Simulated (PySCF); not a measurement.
# Level sweep

C3H7BS.
InChI=1S/C3H7BS/c1-3-4-5-2/h3-4H,1H2,2H3

PySCF, dipoles from the SCF density, polarisabilities from static response with core orbitals frozen. One conformer (not necessarily the lowest) at the PBE0-D3(BJ)/def2-SVP geometry, without solvent, vibrations or thermal averaging.

**Question.** How do dipole and polarisability depend on functional and basis here?

**Answer.** 

```csv
level,μ (D),α (au),anisotropy (au)
LDA/def2-SVPD,1.003,83.00,62.91
PBE/def2-SVPD,0.955,81.93,62.04
B3LYP/def2-SVPD,0.952,79.73,58.20
PBE0/def2-SVPD,0.993,78.81,57.49
BHandHLYP/def2-SVPD,1.026,76.89,54.04
CAM-B3LYP/def2-SVPD,0.991,77.99,54.98
wB97X-D/def2-SVPD,1.041,77.83,54.37
LC-wPBE/def2-SVPD,1.059,75.40,52.05
HF/def2-SVPD,1.203,74.46,49.38
PBE0/6-31G*,1.045,64.85,64.25
PBE0/6-31+G*,1.069,73.76,59.39
PBE0/def2-SVP,0.951,66.25,62.20
PBE0/aug-cc-pVDZ,0.996,80.29,58.37
PBE0/def2-TZVP,0.957,75.84,60.12
PBE0/def2-TZVPD,0.969,80.39,58.48
```

The anisotropy is √(½[(α1 − α2)² + (α2 − α3)² + (α3 − α1)²]). The dipole runs from 0.95 D (PBE0/def2-SVP) to 1.20 D (HF/def2-SVPD). No reference polarisability is at hand; against PBE0 in the largest diffuse basis at hand (def2-TZVPD) the other PBE0 rows deviate by 6-31G* -19%, 6-31+G* -8%, def2-SVP -18%, def2-SVPD -2%, aug-cc-pVDZ 0%, def2-TZVP -6%. In one basis (def2-SVPD) the functionals order the polarisability from HF (lowest) to LDA (highest), a spread of 11%. With PBE0 the polarisability is 68.98 au without diffuse functions (mean of 6-31G*, def2-SVP and def2-TZVP) and 78.31 au with them (mean of 6-31+G*, def2-SVPD, aug-cc-pVDZ and def2-TZVPD).
